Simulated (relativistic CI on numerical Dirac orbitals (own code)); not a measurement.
Method of calculation: Dirac-Coulomb-Breit CI, orbitals from a KLI potential per configuration, model QED, unscaled Slater integrals (own radial code, finite nucleus).

The strongest absorption lines from the ground level of an ion, among the configurations computed and to levels below about 47.4 eV (vacuum wavelength in Å, gf): 274.78 (0.24), 282.49 (1), 284.23 (0.25), 294.57 (1.2), 299.24 (1.1), 302.04 (1.5), 302.27 (1), 307.04 (0.38).

(1) Which ion is it?
A. Tl⁵⁺
B. Tl⁷⁺
C. Ir³⁺
D. At¹¹⁺

## Answers

(1) B. Tl⁷⁺ has 74 electrons and the ground level 5s2.5p6.5d6 5D_4; the strongest line goes to 5s2.5p6.5d5.6p 5F°_5. The pattern of lines fixes the number of electrons, and along that sequence the line energies rise steadily with the charge (about as its square where n changes within one kind of shell, about linearly where n is kept but much faster in heavy ions where fine structure, which grows about as Z⁴, sets the gap, and irregularly where shells cross), which fixes Z. Configurations outside the model, such as inner-shell arrays, can give stronger lines. At this charge configurations can still be misplaced by up to about 7 % of their energy. Terms inside the open d or f shell come out 10 to 20 % too wide with unscaled integrals. Levels and lines within the n = 5 or 6 shells can be off by up to 10 % or somewhat more, and those that change n by about 2 %, since core polarisation is missing.

LS names give the leading component of a level, which can be under half, so a name can repeat, a term be missing and a line seem to break the LS rules.
